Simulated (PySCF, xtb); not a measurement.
Si(H)(NH2)3 (H7N3Si), SMILES N[SiH](N)N.

GFN2-xTB (xtb 6.7.1) at its own geometry gives an orbital gap of 6.98 eV and a dipole moment of 1.36 D.

Geometry optimised at PBE0-D3(BJ)/def2-SVP. One conformer was computed; it need not be the lowest.

### Question
What does PySCF with CAM-B3LYP/def2-TZVP give? (The exact figures need the calculation; the answer reports its results.)

### Answer
gap 10.10 eV (levels -8.29 and 1.81 eV), dipole 1.11 D.
